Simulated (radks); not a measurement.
The numbers below are computed, except where a source is named.
Spherical quantum dot in the effective-mass picture: electrons in a hard-walled sphere of radius 1.36, all in effective atomic units (hartree* = m*/eps^2 hartree, bohr* = eps/m* bohr), one dielectric constant everywhere. Level of theory: non-relativistic Kohn-Sham, r2SCAN, spin-polarised, spherical densities, generalised Kohn-Sham scheme (a radial shooting solver with Libxc functionals). Levels are named by radial order and angular momentum (1s, 1p, 1d, 2s, ...), and open shells are averaged over m.

N = 26, configuration 1s2 1p6 1d10 2s(up 1, down 0) 1f(up 7, down 0). This is the lowest configuration that the search found. Occupied and some empty levels:

level    occupation  eigenvalue (hartree*)  <r> (bohr*)
1s up             1                 28.293       0.8207
1s down           1                 28.605       0.8220
1p up             3                 30.185       0.8920
1p down           3                 30.495       0.8889
1d up             5                 33.067       0.9395
1d down           5                 33.417       0.9371
2s up             1                 36.637       0.6256
1f up             7                 36.821       0.9752
1f down           0                 37.214       0.9739
2s down           0                 37.281       0.6348
1g up             0                 41.379        1.004
1g down           0                 41.811        1.003
2p up             0                 41.953       0.7138
2p down           0                 42.344       0.7206
2d up             0                 47.983       0.7757
2d down           0                 48.293       0.7778

Energy (hartree*): total 542.614, kinetic 240.18, external 0, Hartree 335.39, exchange-correlation -32.966.
